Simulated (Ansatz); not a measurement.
Relaxation of Cl4Sn (5 atoms, charge 0, multiplicity 1), to a largest force component of 0.02 eV/Å in at most 40 steps.

Computed with Ansatz, RKS revPBE-D4/def2-SVP.

```xyz
5
Properties=species:S:1:pos:R:3
Sn 0.000 0.000 0.000
Cl 0.000 0.000 2.410
Cl 2.273 0.000 -0.802
Cl -1.135 1.967 -0.802
Cl -1.135 -1.967 -0.802
```

Task: Where does it end, and by what steps?

Result: The forces met the threshold. After 2 steps the energy has fallen by 0.098 eV; Cl3 moved furthest, 0.06 Å.

```csv
step,energy less start (eV),largest force component (eV/Å),accepted
0,0.0000,0.768,yes
1,-0.0804,0.374,yes
2,-0.0980,0.003,yes
```

```xyz
5
Properties=species:S:1:pos:R:3
Sn 0.001 0.000 0.001
Cl 0.000 0.000 2.348
Cl 2.214 0.000 -0.782
Cl -1.106 1.917 -0.782
Cl -1.106 -1.917 -0.782
```

Time of the run: 6.4 s on 2 threads of Arm Neoverse V1, on a shared host, peak memory 0.14 GiB.
